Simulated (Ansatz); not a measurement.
Geometry optimisation, Ansatz, RKS CAM-B3LYP-D4/def2-SVP.

input.yaml

```yaml
crystal:
  periodic: [false, false, false]
  atoms:
    - { symbol: C, position_ang: [-1.2886, 0.5959, 0.9201] }
    - { symbol: C, position_ang: [0.0267, 0.7818, 0.2481] }
    - { symbol: "N", position_ang: [0.9927, -0.0277, 0.8538] }
    - { symbol: B, position_ang: [0.5874, -0.4467, -0.5608] }
    - { symbol: "N", position_ang: [0.5389, -1.3644, -1.7983] }
    - { symbol: H, position_ang: [-2.128, 0.9141, 0.1718] }
    - { symbol: H, position_ang: [-1.3777, 1.3483, 1.7666] }
    - { symbol: H, position_ang: [-1.4797, -0.373, 1.2793] }
    - { symbol: H, position_ang: [0.3879, 1.8005, -0.0466] }
    - { symbol: H, position_ang: [1.9687, 0.4003, 0.7359] }
    - { symbol: H, position_ang: [1.5125, -1.3698, -2.1045] }
    - { symbol: H, position_ang: [0.3361, -2.3145, -1.4313] }
basis:
  gaussian: { orbitals: def2-SVP }
hamiltonian:
  xc: cam_b3lyp
  dispersion: d4
relax:
  f_tol: 0.015
  max_steps: 40
output:
  orbitals: {}
```

Run as:

```bash
$ ansatz run input.yaml --threads 2 --pin off --max-ram 3072MiB --backend cpu --events-out ev --progress --plain --runs-dir out
```

**Question.** Where does it end, and by what steps?

**Answer.** The run converged. After 20 steps the energy has fallen by 2.268 eV; H12 moved furthest, 1.11 Å.

```
step  energy less start (eV)  largest force component (eV/Å)  accepted
   0                  0.0000                           4.890       yes
   1                 -0.9767                           2.107       yes
   2                 -1.2940                           1.174       yes
   3                 -1.5625                           0.883       yes
   4                 -1.7622                           1.141       yes
   5                 -1.9426                           0.966       yes
   6                 -2.0950                           1.277       yes
   7                 -2.2002                           0.729       yes
   8                 -2.2117                           1.426       yes
   9                 -2.2552                           0.355       yes
  10                 -2.2365                           0.279        no
  11                 -2.2668                           0.083       yes
  12                 -2.2671                           0.070       yes
  13                 -2.2670                           0.059        no
  14                 -2.2675                           0.044       yes
  15                 -2.2678                           0.032       yes
  16                 -2.2679                           0.025       yes
  17                 -2.2681                           0.057       yes
  18                 -2.2682                           0.033       yes
  19                 -2.2681                           0.025        no
  20                 -2.2682                           0.006       yes
```

```xyz
12
Properties=species:S:1:pos:R:3
C -1.306 0.645 1.013
C -0.102 0.703 0.099
N 1.151 0.085 0.580
B 0.635 -0.492 -0.560
N 0.822 -1.441 -1.559
H -2.232 0.852 0.453
H -1.240 1.387 1.827
H -1.402 -0.349 1.474
H 0.015 1.685 -0.393
H 1.966 0.528 0.980
H 1.637 -2.039 -1.604
H 0.132 -1.620 -2.274
```

Time of the run: 88 s on 2 threads of Intel(R) Xeon(R) Platinum 8259CL CPU @ 2.50GHz (Skylake/Cascade Lake), with other jobs on the host, peak memory 0.28 GiB.
